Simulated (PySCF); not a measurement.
**Question.** What does the PBE0-D3(BJ)/def2-SVP structure of `C=C(CC)B(OC)OC` look like in three dimensions?

**Answer.** 
```
atom  x, y, z in Å
C1     0.8703   -0.2247    2.0801
C2     0.7291    0.2105    0.8182
C3     1.8904    0.7976    0.0577
C4     2.2103    0.0276   -1.2194
B5    -0.6694    0.2244    0.0898
O6    -0.9098    1.2924   -0.7187
C7    -2.1153    1.4226   -1.4258
O8    -1.6467   -0.7193    0.1773
C9    -1.5675   -1.9446    0.8475
H10    1.8326   -0.1639    2.6035
H11    0.0353   -0.6294    2.6595
H12    2.7810    0.8414    0.7069
H13    1.6365    1.8375   -0.2108
H14    3.0494    0.4871   -1.7655
H15    2.4814   -1.0167   -0.9980
H16    1.3429    0.0144   -1.8983
H17   -2.1511    0.7299   -2.2835
H18   -2.9901    1.2149   -0.7894
H19   -2.1828    2.4524   -1.8054
H20   -1.9953   -1.8651    1.8613
H21   -2.1583   -2.6878    0.2905
H22   -0.5309   -2.3066    0.9350
```

Any rigid rotation of these coordinates is as good. Atoms count from 1 in this order. B5 (three-coordinate boron) is planar (angles 126.9°, 117.1° and 116.0°, sum 360.0°, 0.00 Å off the plane of its three neighbours). Of the pairs four or more bonds apart, O8···H18 is among the closest relative to their van der Waals radii: 2.55 Å, 94 % of the sum of Bondi's values. The C–C distances run from 1.342 Å (C1=C2, drawn double) to 1.525 Å (C3–C4, drawn single), a spread of 0.183 Å.

Bonds between heavy atoms (Å): C1=C2 1.342, C2–C3 1.507, C3–C4 1.525, C2–B5 1.577, B5–O6 1.361, O6–C7 1.404, B5–O8 1.361, O8–C9 1.399.

Method: PBE0-D3(BJ)/def2-SVP geometry optimisation, gas phase (PySCF).

Point group: C1 (no symmetry element, even within 0.4 Å). No frequency check. The numbers are those of one conformer (C1–C2–C3–C4 121°, C1–C2–B5–O6 142°, C2–B5–O6–C7 180°, C2–B5–O8–C9 -5°).

Time: 4.2 min; peak memory 0.86 GiB. Hardware: one thread of an Arm Neoverse N1, no GPU, shared host with 64 logical CPUs at a one-minute load of 56. This is the geometry optimisation.
